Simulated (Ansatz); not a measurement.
Reaction (substitution at a C–C bond): `CC(I)CF` + `C=CCO` → `C=CCOCF` + `CCI`

Isolated molecules relaxed with PBE0-D4/def2-TZVP in Ansatz; ΔE leaves out vibrations. CBS: MP2 limit from def2 TZ/QZ plus the TZ coupled-cluster correction, frozen cores. DFT in def2-TZVPP. Elements past krypton have def2 core potentials. For I outer-core shells are correlated without core-valence functions, which leaves a few kJ/mol of doubt a bond. Each species was taken in one conformer, which may not be the lowest.

`CC(I)CF`:

Cartesian coordinates in Å:
```
C 0.650 -1.022 -0.469
C -0.365 0.094 -0.413
I -2.366 -0.716 -0.282
C -0.129 1.067 0.712
F -0.103 0.429 1.931
H 0.461 -1.689 -1.310
H 0.636 -1.608 0.450
H 1.653 -0.595 -0.586
H -0.387 0.659 -1.346
H -0.900 1.840 0.745
H 0.851 1.540 0.566
```

`C=CCO`:

Z-matrix (Å, degrees):
```
C
C 1 1.492
O 1 1.415 2 112.1
H 1 1.099 2 109.9 3 -124.6
H 1 1.094 2 110.3 3 117.1
C 2 1.326 1 124.1 3 122.6
H 2 1.088 1 115.7 3 -56.1
H 3 0.961 1 107.6 2 -55.7
H 6 1.086 2 121.2 1 0.9
H 6 1.084 2 121.9 1 -179.7
```

`C=CCOCF`:

Z-matrix (Å, degrees):
```
C
C 1 1.486
O 1 1.423 2 108.7
H 1 1.097 2 110.1 3 119.6
H 1 1.098 2 110.8 3 -120.8
C 2 1.324 1 124.0 3 127.9
H 2 1.087 1 115.6 3 -53.4
C 3 1.363 1 114.0 2 -179.6
H 6 1.086 2 121.5 1 -1.9
H 6 1.083 2 121.6 1 177.7
F 8 1.384 3 111.4 1 -70.7
H 8 1.091 3 107.6 1 171.4
H 8 1.099 3 112.2 1 48.2
```

`CCI`:

Cartesian coordinates in Å:
```
C -0.061 0.791 0.224
C 0.191 -0.577 -0.355
I -0.851 -2.116 0.723
H 0.489 1.539 -0.356
H 0.273 0.853 1.261
H -1.120 1.049 0.192
H 1.239 -0.867 -0.308
H -0.160 -0.671 -1.380
```

CCSD(T)/CBS gives +0.11 eV.

Another level gave -0.08 eV. Which?
A. PBE0/def2-TZVPP
B. SCS-MP2/def2-TZVPP
C. MP2/def2-TZVPP
D. HF/def2-TZVPP

D. HF/def2-TZVPP -0.08, PBE0 0.04, MP2/def2-TZVPP 0.14, SCS-MP2/def2-TZVPP 0.09 eV.

Largest T1 diagnostic among the species: 0.011.

In def2-TZVPP, CCSD(T) changes the Hartree–Fock value by +0.16 eV (the triples alone add +0.01 eV) and MP2 by +0.21 eV. The D4 term adds +0.06 eV with B3LYP and +0.03 eV with PBE0; it sums over pairs of atoms, weighted by their polarisabilities, and B3LYP, whose exchange is more repulsive, gets the larger term.

B3LYP here is the variant with VWN-RPA as its local correlation; programs differ in this.
